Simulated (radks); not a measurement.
Excited configurations of the lanthanum ion La2+: one electron is placed in a higher orbital outside [Xe]. The ground configuration is [Xe] 5d1. Method: Dirac Kohn-Sham, BLYP, spin-unpolarised, spherical densities, point nucleus; open shells fill j = l - 1/2 first; computed with a radial shooting solver on a logarithmic mesh with Libxc functionals. Excitation = E - E(ground); binding = E(ion) - E, where the ion is the core of charge +3; n* = 3/sqrt(2 binding) in atomic units, and the quantum defect is n - n*.

| outer orbital | excitation (eV) | binding (eV) | quantum defect | eigenvalue (eV) | <r> (bohr) |
|---|---|---|---|---|---|
| 5f5/2 | 11.120 | 7.878 | 1.057 | -6.090 | 5.656 |
| 6s1/2 | 1.368 | 17.629 | 3.365 | -14.682 | 3.671 |
| 6p1/2 | 4.871 | 14.126 | 3.056 | -11.638 | 4.235 |
| 6d3/2 | 9.885 | 9.112 | 2.334 | -7.532 | 5.969 |
| 7s1/2 | 9.660 | 9.338 | 3.379 | -7.959 | 6.810 |
| 7d3/2 | 13.181 | 5.817 | 2.412 | -4.862 | 9.914 |

The Delta-SCF ionisation energy is 18.998 eV (NIST Atomic Spectra Database: 19.177 eV, measured). Self-interaction in the functional shifts the binding energies and quantum defects, so they are the method's values and not measured ones. Spin polarisation and multiplet splitting are left out, so open shells lie too high by an amount that depends on their filling.

Beside tabulated values, note that spin-unpolarised runs miss the spin-polarisation part of the exchange energy of open shells.
